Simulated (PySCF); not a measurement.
Compound: SnI4.
Numbering: `[I:1][Sn:2]([I:3])([I:4])[I:5]`

Computed by this run: PBE0-D3(BJ)/def2-SVP geometry optimisation, gas phase, def2 core potentials past Kr in PySCF 2.14.0; density fitting, grid level 1; the optimiser is geomeTRIC in internal coordinates, started from a GFN2-xTB structure with every atom displaced at random (about 0.01 Å).

The end geometry, which sets the zero of energy:
```
atom  x, y, z in Å
I1     -0.6433   -1.4389   -2.1757
Sn2     0.0054   -0.0063   -0.0088
I3      0.2747    2.5714   -0.6802
I4      2.3145   -0.9276    0.9853
I5     -1.9178   -0.2329    1.8417
```

Task: These geometries come from the run, each turned onto the end geometry. Order them by energy, lowest first.
A.
```
atom  x, y, z in Å
I1     -0.6693   -1.4901   -2.2308
Sn2    -0.0036   -0.0014   -0.0066
I3      0.2841    2.6477   -0.6880
I4      2.3946   -0.9540    1.0118
I5     -1.9723   -0.2366    1.8759
```
B.
```
atom  x, y, z in Å
I1     -0.6428   -1.4425   -2.1763
Sn2     0.0172    0.0175    0.0034
I3      0.2704    2.5904   -0.7017
I4      2.3074   -0.9485    0.9895
I5     -1.9186   -0.2513    1.8474
```
C.
```
atom  x, y, z in Å
I1     -0.6321   -1.4120   -2.1273
Sn2     0.0200    0.0332    0.0084
I3      0.2553    2.5874   -0.7258
I4      2.3043   -0.9757    0.9832
I5     -1.9140   -0.2673    1.8238
```

Result: B (0.005 eV), C (0.010 eV), A (0.118 eV).

In the order of the answer:

```csv
step,E above end (eV),largest force (eV/Å),rms force component (eV/Å),rms distance from end (Å),rms bond change (Å),bond most changed (Å)
2,0.005,0.29,0.102,0.023,0.015,I1–Sn2 +0.028
1,0.010,0.25,0.088,0.049,0.011,I1–Sn2 -0.018
0,0.118,0.84,0.372,0.070,0.078,Sn2–I4 +0.097
```

The cost below is that of the whole optimisation. Hardware: 2 threads of an Arm Neoverse V1, no GPU, shared host with 32 logical CPUs at a one-minute load of 12. Cost: 82 s wall, 2.1 min CPU, 0.62 GiB resident at most.
